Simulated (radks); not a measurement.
Results of a calculation; reference values are marked as such.
Sb4+, configuration [Kr] 4d10 5d1 (not the ground configuration).

Level of theory: scalar-relativistic Kohn-Sham, LDA (Slater exchange, Perdew-Wang correlation), spin-polarised, spherical densities, finite nucleus; open shells are filled with parallel spins first (spin-orbit coupling, left out, can overturn this in heavy ions); Fermi nuclear charge, rms radius 4.6802 fm (a radial shooting solver on a logarithmic mesh with Libxc functionals).

Energy parts (hartree):
part                        energy
total                  -6471.38557
kinetic                 6766.33965
electron-nucleus      -15575.93978
Hartree                 2501.39966
exchange-correlation    -163.18510

Orbitals (lengths in bohr, moments of r in powers of bohr; <r^-3> diverges for s and p1/2):
| orbital | occ. | eigenvalue (hartree) | <r^-3> |
|---|---|---|---|
| 1s up | 1 | -1114.121 | - |
| 1s down | 1 | -1114.121 | - |
| 2s up | 1 | -171.0438 | - |
| 2s down | 1 | -171.0425 | - |
| 2p up | 3 | -153.8326 | 5032 |
| 2p down | 3 | -153.8316 | 5032 |
| 3s up | 1 | -34.90811 | - |
| 3s down | 1 | -34.90728 | - |
| 3p up | 3 | -29.29542 | 941.6 |
| 3p down | 3 | -29.29453 | 941.6 |
| 3d up | 5 | -20.70125 | 129.8 |
| 3d down | 5 | -20.70009 | 129.8 |
| 4s up | 1 | -7.17698 | - |
| 4s down | 1 | -7.17443 | - |
| 4p up | 3 | -5.45064 | 177.2 |
| 4p down | 3 | -5.44806 | 177.2 |
| 4d up | 5 | -2.93074 | 17.62 |
| 4d down | 5 | -2.92675 | 17.66 |
| 5s up | 0 | -1.94968 | - |
| 5s down | 0 | -1.92002 | - |
| 5p up | 0 | -1.54131 | 25.87 |
| 5p down | 0 | -1.50284 | 26.91 |
| 5d up | 1 | -1.00015 | 2.309 |
| 5d down | 0 | -0.95331 | 2.315 |
| 4f up | 0 | -0.80876 | 0.4606 |
| 4f down | 0 | -0.77403 | 0.5071 |
| 6d up | 0 | -0.52570 | 0.9838 |
| 6d down | 0 | -0.51167 | 0.9395 |

The highest occupied level is 5d up at -27.215 eV. The configuration is held as typed, so some empty levels lie below it. The density falls to 0.001 e/bohr^3 at r = 3.93 bohr.
